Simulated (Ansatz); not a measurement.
Mulliken charges of FGeH5OSSi, SMILES `F[SiH](S)[O][GeH3]` from PBE/def2-TZVPP in Ansatz (PBE0-D4/def2-TZVP geometry).

| atom | x (Å) | y (Å) | z (Å) | charge (e) |
| --- | --- | --- | --- | --- |
| F1 | -1.252 | 1.528 | -0.395 | -0.276 |
| Si2 | 0.247 | 1.080 | -0.731 | 0.603 |
| S3 | 0.525 | 0.865 | -2.817 | -0.247 |
| O4 | 0.521 | -0.315 | 0.029 | -0.385 |
| Ge5 | -0.122 | -1.114 | 1.493 | 0.280 |
| H6 | 1.128 | 2.174 | -0.280 | -0.087 |
| H7 | -0.145 | -0.300 | -2.867 | 0.117 |
| H8 | 0.913 | -2.189 | 1.839 | -0.001 |
| H9 | -1.483 | -1.721 | 1.130 | -0.002 |
| H10 | -0.249 | -0.060 | 2.602 | -0.002 |

Question: By hand: the dipole of these point charges (1 e Å = 4.8032 D).

Answer: Σ q r = (0.018, -0.393, 0.451) e Å, of length 0.598 e Å = 2.87 D.

Question: How does the dipole of the full density compare? (Estimate.)

Answer: Ansatz gave: (-0.004, -0.334, 0.306) e Å, 2.18 D; the point charges give 1.32 times that, at 7° from its direction.

Point charges leave out the atoms' own dipoles, such as those of lone pairs, and Mulliken's split depends on the basis, so the two needn't agree.
